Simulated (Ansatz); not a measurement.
Computed with Ansatz on PBE0-D4/def2-TZVP structures; ΔE is electronic, products minus reactants. CCSD(T)/CBS is the MP2 limit (def2-TZVPP, def2-QZVPP) plus CCSD(T) − MP2 in def2-TZVPP, frozen cores. This one scheme is used for every species. DFT in def2-TZVPP. Each species was taken in one conformer, which may not be the lowest.

`OB(F)[SiH2]S` + `OBNCO` → `OCN[SiH2]S` + `OBB(O)F`  (redistribution)

**Question.** Is it downhill or uphill in electronic energy at CCSD(T)/CBS, and by how much? (Best estimate.)

**Answer.** Ansatz gave: Uphill: ΔE = +56.4 kJ/mol.

**Question.** What do these levels give: PBE0-D4, ωB97M-V, PBE, MP2/def2-TZVPP, SCS-MP2/def2-TZVPP, HF/def2-QZVPP? (An estimate is asked.)

**Answer.** Computed: PBE0-D4 65.6, ωB97M-V 58.7, PBE 69.8, MP2/def2-TZVPP 56.4, SCS-MP2/def2-TZVPP 55.6, HF/def2-QZVPP 60.9 kJ/mol.

Largest T1 diagnostic among the species: 0.014.

The D4 term adds −4.9 kJ/mol with B3LYP and −2.7 kJ/mol with PBE0; it sums over pairs of atoms, weighted by their polarisabilities, and B3LYP, whose exchange is more repulsive, gets the larger term. In def2-TZVPP, CCSD(T) changes the Hartree–Fock value by −3.3 kJ/mol (the triples alone add −0.3 kJ/mol) and MP2 by −5.3 kJ/mol.

B3LYP here is the variant with VWN-RPA as its local correlation; programs differ in this.
